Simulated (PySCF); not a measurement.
Match the calculated data to a structure.

All candidates are C5H9N3Si.

| technique | computed result |
| --- | --- |
| Rotational structure | rotational constants A, B, C: 4.171, 0.721, 0.625 GHz [GFN2-xTB] |
| 1H NMR | chemical shifts (computed TMS as zero) by class: 9.61 (1 H), 8.94 (1 H), 7.30 (1 H), 5.19 (2 H), 2.98 (3 H), 0.11 (1 H) ppm [GIAO PBE0/pcSseg-1] |
| 13C NMR | chemical shifts (computed TMS as zero) by class: 178.9 (1 C), 164.1 (1 C), 161.4 (1 C), 131.9 (1 C), 31.9 (1 C) ppm [GIAO PBE0/pcSseg-1] |
| Dipole | 3.33 D [PBE0/pcSseg-1] |
| NMR, other nuclei | isotropic shieldings of nuclei other than C and H, by class: -85 (1 N), -64 (1 N), 258 (1 N), 395 (1 Si) ppm [GIAO PBE0/pcSseg-1] |

The electronic properties come from PySCF, for the isolated species, density fitting. Levels stand in brackets. Geometry: GFN2-xTB, one conformer, isolated molecule. GFN2-xTB frequencies show an imaginary mode (34i cm⁻¹), so this geometry is no minimum at that level. Each NMR value is the plain mean over a class of atoms that symmetry, rotation or inversion makes alike.

Problem. Which candidate is it?
A. `[H]/N=C\C[SiH2]/N=C(\C)C#N`
B. `CN[SiH2]c1ccncn1`
C. `CN[SiH2]c1ncccn1`

Solution. B. It is `CN[SiH2]c1ccncn1`. Numbering: `[CH3:1][NH:2][SiH2:3][c:4]1[cH:5][cH:6][n:7][cH:8][n:9]1`. Its formula, C5H9N3Si, gives 4 degrees of unsaturation: 1 ring and 3 π bonds in the structure found (Kekulé form). 5 carbons fall into 5 classes; from least to most shielded: substituted aromatic carbon [C4] (178.9 ppm), aromatic CH next to a ring nitrogen [C8] (164.1 ppm), aromatic CH next to a ring nitrogen [C6] (161.4 ppm), aromatic CH carbon [C5] (131.9 ppm), N-methyl carbon [C1] (31.9 ppm). Hydrogen classes from least to most shielded: 1 H on an aromatic CH next to a ring nitrogen, C8 (9.61 ppm), 1 H on an aromatic CH next to a ring nitrogen, C6 (8.94 ppm), 1 H on an aromatic CH carbon, C5 (7.30 ppm), 2 H on an SiH2 silicon, Si3 (5.19 ppm), 3 H on an N-methyl carbon, C1 (2.98 ppm), 1 H on a silicon-bound nitrogen, N2 (0.11 ppm). The other shieldings belong to: -85 ppm, pyridine-type nitrogen [N9]; -64 ppm, pyridine-type nitrogen [N7]; 258 ppm, silicon-bound nitrogen [N2]; 395 ppm, SiH2 silicon [Si3]. The optimised geometry has point group C1 and is an asymmetric top.

The others, at the same levels:
- `CN[SiH2]c1ncccn1` fails: it has 4 carbon classes against 5; its computed 13C shifts are 182.7 (1 C), 161.1 (2 C), 125.5 (1 C), 31.3 (1 C) ppm, 1H shifts are 9.01 (2 H), 7.25 (1 H), 5.27 (2 H), 2.98 (3 H), 1.29 (1 H) ppm and rotational constant A is 3.910 GHz (against 4.171 GHz).
- `[H]/N=C\C[SiH2]/N=C(\C)C#N` fails: its computed 13C shifts are 171.2 (1 C), 158.3 (1 C), 119.6 (1 C), 33.4 (1 C), 32.1 (1 C) ppm, 1H shifts are 10.89 (1 H), 7.88 (1 H), 5.18 (2 H), 2.32 (3 H), 2.19 (2 H) ppm and rotational constant A is 3.531 GHz (against 4.171 GHz).

Each candidate is one conformer, not necessarily the lowest. Dipoles, sizes and rotational constants follow the conformer. The torsions of the flexible species, by atom-mapped SMILES:
- `[CH3:1][NH:2][SiH2:3][c:4]1[cH:5][cH:6][n:7][cH:8][n:9]1`: C1–N2–Si3–C4 -179°, N2–Si3–C4–C5 -18°
- `[CH3:1][NH:2][SiH2:3][c:4]1[n:5][cH:6][cH:7][cH:8][n:9]1`: C1–N2–Si3–C4 176°, N2–Si3–C4–N5 -14°
- `[H]/[N:9]=[CH:8]\[CH2:7][SiH2:6]/[N:5]=[C:2](\[CH3:1])[C:3]#[N:4]`: C2–N5–Si6–C7 -119°, N5–Si6–C7–C8 -170°, Si6–C7–C8–N9 95°
